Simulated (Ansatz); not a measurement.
Geometry optimisation, UKS r2SCAN/cc-pVDZ in Ansatz 0.2.0.

input.yaml

```yaml
crystal:
  periodic: [false, false, false]
  atoms:
    - { symbol: Al, position_ang: [0.228871, 0.410101, -0.265664] }
    - { symbol: H, position_ang: [0.102507, 0.296318, 2.487765] }
    - { symbol: F, position_ang: [1.433131, -0.42746, -1.149423] }
    - { symbol: C, position_ang: [-1.621965, 0.075968, -0.852557] }
    - { symbol: H, position_ang: [-1.908867, -0.934266, -0.511248] }
    - { symbol: H, position_ang: [-2.333502, 0.794085, -0.415523] }
    - { symbol: H, position_ang: [-1.710327, 0.101427, -1.949921] }
    - { symbol: F, position_ang: [-0.513048, -0.316173, 2.155872] }
magnetization:
  spin_polarized: true
  initial_magnetization: 1
basis:
  gaussian: { orbitals: cc-pVDZ }
hamiltonian:
  xc: r2scan
relax:
  f_tol: 0.03
  max_steps: 50
```

Launched with:

```bash
$ ansatz run input.yaml --threads 4 --pin off --max-ram 5120MiB --backend cpu --events-out ev --progress --plain --runs-dir out
```

Task: Where does it end, and by what steps?

Result: The forces met the threshold. After 23 steps the energy has fallen by 0.518 eV; F3 moved furthest, 1.37 Å. Joined: Al1–F8 (2.63 → 2.10 Å).

```csv
step,energy less start (eV),largest force component (eV/Å),accepted
0,0.0000,0.299,yes
1,-0.0531,0.990,yes
2,-0.1325,0.917,yes
3,-0.1884,0.685,yes
4,-0.2120,0.383,yes
5,-0.2050,0.390,no
6,-0.2196,0.124,yes
7,-0.2256,0.118,yes
8,-0.2424,0.126,yes
9,-0.0670,3.337,no
10,-0.2556,0.130,yes
11,-0.2662,0.738,yes
12,-0.3107,0.424,yes
13,-0.3735,0.333,yes
14,-0.3730,1.629,no
15,-0.4035,0.563,yes
16,-0.4417,0.586,yes
17,-0.4892,0.514,yes
18,-0.5058,0.192,yes
19,-0.5136,0.047,yes
20,-0.5164,0.046,yes
21,-0.5170,0.101,yes
22,-0.5175,0.031,yes
23,-0.5179,0.021,yes
```

```xyz
8
Properties=species:S:1:pos:R:3
Al -0.018 0.758 -0.141
H 0.548 -0.361 1.555
F 1.168 -0.542 0.191
C -1.713 0.078 -0.889
H -1.860 -0.973 -0.586
H -2.573 0.670 -0.533
H -1.714 0.125 -1.991
F -0.161 0.245 1.892
```

Time of the run: 43 s on 4 threads of Arm Neoverse V2 (shared host), peak memory 0.2 GiB.
